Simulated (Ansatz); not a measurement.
The inner images of a band of Cl3FH2W + ClHO (10 atoms, charge 0, multiplicity 1) are given out of order.

Theory: RHF/def2-SVP in Ansatz 0.2.0.

Image 0:

```xyz
10
Properties=species:S:1:pos:R:3
W -0.512 -1.024 -0.307
H -0.661 0.183 0.844
Cl 2.266 -0.320 -0.275
Cl 1.999 3.847 1.339
Cl -2.696 -1.837 -0.307
F 0.207 -2.408 0.663
Cl -0.611 0.240 -2.214
O 1.566 2.246 1.523
H 2.180 0.748 0.440
H 0.670 2.241 1.842
```

Image 6:

```xyz
10
Properties=species:S:1:pos:R:3
W 0.150 -0.384 -0.566
H 0.310 0.116 3.276
Cl 2.545 -0.824 -0.547
Cl 0.318 2.957 0.403
Cl -2.101 0.406 -0.467
F -0.154 -1.552 0.796
Cl 0.066 -0.538 -2.843
O 0.952 1.447 0.031
H 1.913 1.436 0.105
H 0.408 0.852 3.360
```

Task: Put them in order from the first end to the last, with their energies above the first end.
A.
```xyz
10
Properties=species:S:1:pos:R:3
W -0.409 -0.821 -0.251
H -0.536 0.453 0.830
Cl 2.388 -0.265 -0.320
Cl 1.393 3.558 1.100
Cl -2.652 -1.418 -0.068
F 0.246 -2.201 0.765
Cl -0.490 0.267 -2.260
O 1.504 1.976 1.621
H 2.349 0.733 0.507
H 0.614 1.633 1.626
```
B.
```xyz
10
Properties=species:S:1:pos:R:3
W -0.121 -0.700 -0.058
H -0.496 0.367 1.438
Cl 2.294 -0.512 -0.241
Cl 0.922 3.144 0.200
Cl -2.500 -0.842 0.196
F 0.075 -2.403 0.528
Cl -0.366 0.230 -2.112
O 1.818 2.334 1.354
H 2.474 1.839 0.869
H 0.306 0.459 1.373
```
C.
```xyz
10
Properties=species:S:1:pos:R:3
W 0.090 -0.462 0.057
H -0.297 0.214 1.810
Cl 2.521 -0.631 -0.058
Cl 0.758 3.390 0.037
Cl -2.307 -0.407 0.242
F 0.011 -2.195 0.577
Cl -0.004 0.310 -2.097
O 1.101 1.856 0.593
H 2.049 1.716 0.534
H 0.484 0.125 1.854
```
D.
```xyz
10
Properties=species:S:1:pos:R:3
W -0.159 -0.702 -0.177
H -0.461 0.650 0.915
Cl 2.324 -0.349 -0.330
Cl 1.339 3.363 1.016
Cl -2.482 -1.163 0.059
F 0.241 -2.180 0.818
Cl -0.399 0.157 -2.276
O 1.414 1.747 1.453
H 2.133 1.293 0.964
H 0.456 1.101 1.106
```
E.
```xyz
10
Properties=species:S:1:pos:R:3
W 0.206 -0.370 -0.229
H -0.175 0.345 2.478
Cl 2.620 -0.705 -0.289
Cl 0.340 3.113 0.279
Cl -2.079 0.274 0.053
F -0.045 -1.858 0.786
Cl 0.069 -0.210 -2.499
O 0.981 1.566 0.206
H 1.944 1.586 0.189
H 0.546 0.175 2.573
```

Result: A (+0.08 eV), D (+0.94 eV), B (+0.44 eV), C (+0.20 eV), E (-0.30 eV).

Run time: 9.4 min on 4 threads of Arm Neoverse V2, with other jobs on the host, peak memory 0.57 GiB.
